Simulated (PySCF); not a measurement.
Pt(OH)2 (H2O2Pt), SMILES [OH][Pt][OH] (connectivity only; charge and spin as stated), neutral, multiplicity 3.

Coordinates come from a PBE-D3(BJ)/def2-TZVP optimisation. The multiplicity is an assumed one; other spin states were not compared. The def2 effective core potentials stand for the cores of Pt; spin–orbit coupling is left out. One conformer was computed; it need not be the lowest.

Method: PBE-D3(BJ)/def2-TZVP run with PySCF 2.14.0.

Frequencies are harmonic and unscaled.

| mode | ν (cm⁻¹) | IR (km/mol) | moving atoms (share of kinetic energy) |
|---|---|---|---|
| 1 | 159 | 7.9 | O 65 %, H 21 %, Pt 14 % |
| 2 | 217 | 22.1 | O 72 %, H 18 %, Pt 10 % |
| 3 | 361 | 74.0 | H 81 %, O 18 % |
| 4 | 636 | 6.5 | O 55 %, H 45 % |
| 5 | 640 | 470.4 | H 78 %, O 21 % |
| 6 | 680 | 3.9 | O 51 %, H 49 % |
| 7 | 684 | 31.5 | O 71 %, H 15 %, Pt 14 % |
| 8 | 3688 | 223.0 | H 94 % |
| 9 | 3688 | 56.6 | H 94 % |
